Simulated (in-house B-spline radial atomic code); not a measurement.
Results of a calculation; reference values are marked as such.
## Making a Troullier-Martins p channel for Cr, r_c = 1.01 bohr

Cr, [Ar] 3d5 4s1, non-relativistic LDA (VWN5), spherical and spin-unpolarised, from an all-electron radial atomic-structure program (B-spline basis) (atomic units). The all-electron 3p level is ε = -1.654227 hartree, its outermost node lies just inside 0.34 bohr and its outer maximum at 0.80 bohr.

Inside r_c the pseudo-orbital is u(r) = r^2 exp(p(r)), with p = c0 + c2 r² + c4 r⁴ + … + c12 r¹². The seven coefficients follow from p and its first four derivatives at r_c, from zero curvature of the screened potential at the origin, c4 = −c2²/(2l + 5), and from the norm inside r_c. At r_c the all-electron orbital has P = 0.9926778, P' = -0.7852886, the screened potential V = -3.557166, V' = 8.158211, V'' = -25.44183, and the norm inside is Q = 0.5976276.

(1) What are p, p' and p'' at r_c?

For a trial c2 the five matching conditions are linear in c0, c6, c8, c10 and c12, and c2 is varied until the norm inside r_c equals Q. The root nearest zero gives:

| n | c_n |
| --- | --- |
| 0 | 1.445932 |
| 2 | -1.197958 |
| 4 | -0.2050147 |
| 6 | -1.142788 |
| 8 | 2.146368 |
| 10 | -1.344528 |
| 12 | 0.2984251 |

(2) Check c4 and p(r_c), and find the screened pseudopotential at the origin.

Orbitals and screened potentials:

```tsv
r (bohr)	P	u	V all-electron	V pseudo
0.101	-0.469	0.04278	-171.4	-7.647
0.252	-0.3489	0.2496	-47.8	-7.734
0.404	0.3295	0.5648	-22.34	-8.011
0.556	0.8382	0.8731	-12.59	-8.103
0.707	1.061	1.058	-7.83	-7.206
0.858	1.081	1.081	-5.157	-5.261
1.01	0.9927	0.9927	-3.557	-3.557
```

Logarithmic derivatives P'/P at R = 1.31 bohr, for energies E around ε:

```csv
E − ε (hartree),all-electron,pseudo
-0.5,-0.0859031,-0.0869131
-0.25,-0.594421,-0.594783
-0.1,-0.973812,-0.973886
0,-1.26946,-1.26946
0.1,-1.60914,-1.60925
0.25,-2.22854,-2.22943
0.5,-3.73533,-3.74188
```

(3) With P(R) = 0.7209665 and a norm of 0.8212334 inside R, what slope in energy does norm conservation fix?

Answers

(1) p = ln(P/r_c^2) = ln(0.9926778/1.0201) = -0.02725. p' = P'/P − 2/r_c = -0.79108 − 1.98020 = -2.77128. The radial equation gives p'' = 2(V − ε) − 2(2) p'/r_c − p'² = -3.80588 − (-10.97536) − 7.67999 = -0.51050. Differentiating, p''' = 2V' + 2(2)p'/r_c² − 2(2)p''/r_c − 2p'p'' = 4.642, and p'''' = 2V'' − 4(2)p'/r_c³ + 4(2)p''/r_c² − 2(2)p'''/r_c − 2p''² − 2p'p''' = -26.546.

(2) −c2²/7 = -0.205015, as listed. The terms c_n r_c^n are 1.44593, -1.22204, -0.21334, -1.21309, 2.32421, -1.48520, 0.33627, which sum to -0.02725. Inverting the radial equation, V_l(r) = ε + 2 p'/r + (p'' + p'²)/2, so V_l(0) = ε + (2l + 3) c2 = -1.654227 + 5 × (-1.19796) = -7.6440 hartree, finite where the all-electron potential diverges.

(3) d(P'/P)/dE = −2 × (norm inside R)/P(R)² = -3.1598 per hartree·bohr at E = ε, for both atoms, since orbital and norm agree at R. Differences over ±0.1 hartree give -3.1766 (all-electron) and -3.1768 (pseudo), which also hold third-order terms. Half a hartree below ε the two curves differ by -0.0010.
